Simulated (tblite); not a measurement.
Species: C₈H₁₃BO.
Atom-mapped SMILES: `[BH2:1][C@@H:2]1[CH2:3][CH2:4][C@H:5]([C:6]#[C:7][CH3:8])[CH2:9][O:10]1` (hydrogens: H11, H12 on B1; H13 on C2; H14, H15 on C3; H16, H17 on C4; H18 on C5; H19, H20, H21 on C8; H22, H23 on C9)

Computed with GFN2-xTB (tblite), gas phase: L-BFGS steps from a force-field or distance-geometry start until the largest atomic force falls under 0.01 eV/Å.

Step 19: E = -788.6138 eV
```
atom  x, y, z in Å  |  force x, y, z in eV/Å
B1     -3.7961    0.0654    0.3813    0.042  -0.013   0.017
C2     -2.2772    0.3650    0.0349   -0.034  -0.007  -0.015
C3     -1.7109   -0.7453   -0.8990   -0.032  -0.001   0.014
C4     -0.2212   -0.9439   -0.6066    0.019   0.028   0.021
C5      0.4357    0.3973   -0.2564    0.080   0.002  -0.011
C6      1.8559    0.2214   -0.0261    0.031   0.036   0.005
C7      3.0182    0.0590    0.2140    0.075   0.004  -0.018
C8      4.4335   -0.1214    0.4561   -0.009  -0.005  -0.005
C9     -0.2428    0.9498    1.0221    0.043  -0.034  -0.030
O10    -1.5074    0.3816    1.2404   -0.060   0.104  -0.043
H11    -4.6551    0.7251   -0.0587    0.043  -0.105  -0.038
H12    -4.0067   -0.8364    1.0883   -0.083   0.037   0.038
H13    -2.1299    1.3340   -0.4724   -0.018  -0.023   0.066
H14    -1.8813   -0.4663   -1.9399    0.051   0.061   0.003
H15    -2.2265   -1.6884   -0.7206   -0.077  -0.034  -0.001
H16     0.2787   -1.4059   -1.4598   -0.002   0.044  -0.018
H17    -0.0956   -1.6068    0.2519   -0.047  -0.007   0.008
H18     0.3052    1.0988   -1.0895   -0.050  -0.023  -0.006
H19     5.0052    0.5276   -0.2088    0.014  -0.039   0.041
H20     4.7097   -1.1596    0.2687    0.024   0.034   0.006
H21     4.6714    0.1279    1.4911   -0.003  -0.005  -0.042
H22    -0.3260    2.0487    0.9637    0.018  -0.022  -0.035
H23     0.3583    0.6993    1.8997   -0.024  -0.031   0.045
```

Step 20: E = -788.6166 eV
```
atom  x, y, z in Å  |  force x, y, z in eV/Å
B1     -3.7940    0.0635    0.3832    0.054  -0.020  -0.008
C2     -2.2786    0.3666    0.0345    0.027  -0.005  -0.001
C3     -1.7117   -0.7421   -0.9022   -0.015  -0.006   0.018
C4     -0.2229   -0.9442   -0.6025    0.021   0.019   0.007
C5      0.4355    0.3995   -0.2576    0.063  -0.030  -0.019
C6      1.8576    0.2238   -0.0316   -0.050   0.056  -0.005
C7      3.0184    0.0592    0.2131    0.088   0.010  -0.022
C8      4.4334   -0.1213    0.4560   -0.030  -0.006  -0.007
C9     -0.2415    0.9492    1.0241    0.057  -0.043  -0.048
O10    -1.5072    0.3798    1.2395   -0.022   0.139  -0.039
H11    -4.6510    0.7115   -0.0729   -0.003  -0.088  -0.042
H12    -4.0001   -0.8302    1.1000   -0.094   0.024   0.054
H13    -2.1313    1.3369   -0.4703   -0.024  -0.027   0.066
H14    -1.8763   -0.4598   -1.9446    0.053   0.045   0.051
H15    -2.2290   -1.6853   -0.7261   -0.075  -0.018  -0.019
H16     0.2770   -1.4111   -1.4534   -0.001   0.053  -0.011
H17    -0.1016   -1.6078    0.2584   -0.052   0.050  -0.030
H18     0.2959    1.1005   -1.0921   -0.018  -0.064   0.041
H19     5.0053    0.5272   -0.2082    0.025  -0.030   0.031
H20     4.7079   -1.1594    0.2689    0.036   0.017   0.004
H21     4.6692    0.1279    1.4908    0.007  -0.002  -0.025
H22    -0.3221    2.0495    0.9679    0.010  -0.059  -0.019
H23     0.3623    0.6929    1.8995   -0.059  -0.013   0.022
```

Step 21: E = -788.6200 eV
```
atom  x, y, z in Å  |  force x, y, z in eV/Å
B1     -3.7905    0.0606    0.3852    0.040  -0.032  -0.031
C2     -2.2795    0.3685    0.0340    0.085  -0.003   0.023
C3     -1.7128   -0.7383   -0.9058    0.014  -0.012   0.022
C4     -0.2249   -0.9440   -0.5975    0.011  -0.003  -0.016
C5      0.4361    0.4015   -0.2594    0.013  -0.060  -0.017
C6      1.8596    0.2279   -0.0383   -0.105   0.065  -0.014
C7      3.0188    0.0599    0.2113    0.065   0.017  -0.032
C8      4.4324   -0.1214    0.4558   -0.027  -0.007  -0.007
C9     -0.2387    0.9476    1.0253    0.053  -0.036  -0.049
O10    -1.5068    0.3800    1.2377    0.027   0.142  -0.007
H11    -4.6463    0.6925   -0.0914   -0.047  -0.072  -0.046
H12    -3.9930   -0.8217    1.1159   -0.097   0.018   0.065
H13    -2.1324    1.3402   -0.4664   -0.035  -0.013   0.039
H14    -1.8693   -0.4507   -1.9492    0.048   0.025   0.095
H15    -2.2336   -1.6815   -0.7336   -0.058   0.012  -0.040
H16     0.2751   -1.4168   -1.4453    0.003   0.053  -0.007
H17    -0.1102   -1.6071    0.2664   -0.048   0.097  -0.058
H18     0.2844    1.1014   -1.0947    0.023  -0.094   0.075
H19     5.0053    0.5261   -0.2069    0.044  -0.008   0.008
H20     4.7061   -1.1588    0.2692    0.047  -0.016   0.000
H21     4.6664    0.1278    1.4899    0.016   0.004   0.009
H22    -0.3171    2.0490    0.9729    0.015  -0.081  -0.007
H23     0.3661    0.6843    1.8994   -0.087   0.004  -0.005
```

**Question.** Estimate the geometry and energy of step 22. (The exact step hangs on the optimiser's Hessian estimate; all steps are aligned on step 21, rigid shifts and turns removed.)

**Answer.** E = -788.6243 eV, largest force 0.153 eV/Å
```
atom  x, y, z in Å  |  force x, y, z in eV/Å
B1     -3.7853    0.0562    0.3872    0.000  -0.045  -0.053
C2     -2.2793    0.3709    0.0340    0.116   0.003   0.054
C3     -1.7139   -0.7335   -0.9099    0.045  -0.013   0.028
C4     -0.2276   -0.9437   -0.5915   -0.008  -0.031  -0.046
C5      0.4369    0.4030   -0.2620   -0.054  -0.081  -0.004
C6      1.8618    0.2344   -0.0472   -0.119   0.053  -0.017
C7      3.0191    0.0613    0.2080    0.010   0.026  -0.047
C8      4.4305   -0.1216    0.4553   -0.004  -0.005  -0.005
C9     -0.2338    0.9449    1.0258    0.029  -0.015  -0.030
O10    -1.5057    0.3828    1.2354    0.070   0.106   0.048
H11    -4.6407    0.6652   -0.1171   -0.075  -0.068  -0.043
H12    -3.9852   -0.8098    1.1383   -0.092   0.027   0.061
H13    -2.1339    1.3443   -0.4605   -0.045   0.013  -0.008
H14    -1.8589   -0.4380   -1.9537    0.032   0.005   0.127
H15    -2.2409   -1.6760   -0.7445   -0.027   0.049  -0.060
H16     0.2728   -1.4235   -1.4346    0.013   0.040  -0.017
H17    -0.1225   -1.6043    0.2762   -0.031   0.122  -0.067
H18     0.2696    1.1009   -1.0968    0.068  -0.106   0.087
H19     5.0060    0.5243   -0.2048    0.064   0.018  -0.021
H20     4.7043   -1.1580    0.2696    0.050  -0.052  -0.005
H21     4.6627    0.1277    1.4886    0.022   0.010   0.049
H22    -0.3100    2.0466    0.9793    0.033  -0.078  -0.001
H23     0.3694    0.6727    1.8992   -0.097   0.020  -0.027
```

The energy changes by -0.0044 eV. The first-order estimate −F·Δx gives -0.0058 eV and the mean of the old and new forces, exact on a quadratic surface, -0.0044 eV. The step makes an angle of 77° with the force vector and moves no atom by more than 0.038 Å.

The cost below is that of the whole relaxation. Hardware: Arm Neoverse N1, one thread, on a shared host. Cost: 1.2 s wall.
